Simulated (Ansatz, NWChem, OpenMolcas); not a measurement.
# How basis sets differ on RbBr (SMILES [Br][Rb])

RbBr has 2 atoms, charge 0, and is taken as a singlet. SMILES: `[Br][Rb]`. The bond length is the measured one.

```xyz
2

Br    0.0000    0.0000    0.0000
Rb    0.0000    0.0000    2.9447
```

Quantity: the dipole moment, in D. The values are calculated.

```
                                       level          kind     program  value (D)  CPU time
                                   HF/STO-3G  Hartree–Fock      Ansatz      11.36     0.8 s
                                    HF/3-21G  Hartree–Fock      NWChem      12.68     7.2 s
              HF/def2-SV(P) (core potential)  Hartree–Fock  OpenMolcas      11.44     2.6 s
               HF/def2-TZVP (core potential)  Hartree–Fock  OpenMolcas      11.51     4.8 s
              HF/def2-TZVPP (core potential)  Hartree–Fock  OpenMolcas      11.51     4.9 s
              HF/def2-TZVPD (core potential)  Hartree–Fock      NWChem      11.51      28 s
               HF/def2-QZVP (core potential)  Hartree–Fock  OpenMolcas      11.50      14 s
HF/def2-QZVPP (RICD fitting, core potential)  Hartree–Fock  OpenMolcas      11.45      31 s
```

All-electron rows without a relativistic Hamiltonian named are non-relativistic, while core potentials hold scalar relativity, so basis and relativity change together. The values span 11.36 to 12.68 D. Sets without polarisation functions give poor dipoles. Without the sets that lack polarisation functions the rows with a basis span only 11.44 to 11.51 D. Times are those of the runs behind each value, whatever else they computed, on shared processors of several kinds: orders of magnitude only.
